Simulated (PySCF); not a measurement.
2-chlorosilylethanol (C2H7ClOSi), SMILES OCC[SiH2]Cl. Atoms are numbered in the order given.

```xyz
12

O     -2.3881     0.4520     1.0527
C     -2.2358    -0.2849    -0.1516
C     -0.8875    -0.0050    -0.8166
Si     0.4918     0.0237     0.4750
Cl     2.3172    -0.1488    -0.5349
H     -2.4322     1.3920     0.8300
H     -2.2934    -1.3450     0.1421
H     -3.0757    -0.0989    -0.8489
H     -0.6540    -0.7652    -1.5810
H     -0.8932     0.9682    -1.3401
H      0.3736    -1.1319     1.4012
H      0.5438     1.3020     1.2288
```
Charge 0, spin multiplicity 1.

Coordinates come from a B3LYP-D3(BJ)/def2-SVP optimisation. The values are those of a single conformer.

Calculation: KT2/pcSseg-1 (PySCF).

GIAO shieldings, no solvent; atoms listed in one row are averaged. δ = σ(ref) − σ: ¹⁷O against H2O (σ = 330.4 ppm); ¹³C against TMS (σ = 185.1 ppm); ²⁹Si against TMS (σ = 361.9 ppm); ³⁵Cl against HCl (σ = 945.4 ppm); ¹H against TMS (σ = 31.47 ppm), references at their B3LYP-D3(BJ)/def2-TZVP geometries, non-relativistic (without spin–orbit terms, shifts of atoms bonded to Cl or Br come out too high).

| nucleus | atoms | count | δ (ppm) |
|---|---|---|---|
| ¹⁷O | O1 | 1 | 66.7 |
| ¹³C | C2 | 1 | 67.8 |
| ¹³C | C3 | 1 | 28.8 |
| ²⁹Si | Si4 | 1 | -0.9 |
| ³⁵Cl | Cl5 | 1 | -40.8 |
| ¹H | H11, H12 | 2 | 5.61 |
| ¹H | H8 | 1 | 4.54 |
| ¹H | H7 | 1 | 4.18 |
| ¹H | H10 | 1 | 1.92 |
| ¹H | H9 | 1 | 1.47 |
| ¹H | H6 | 1 | 0.33 |
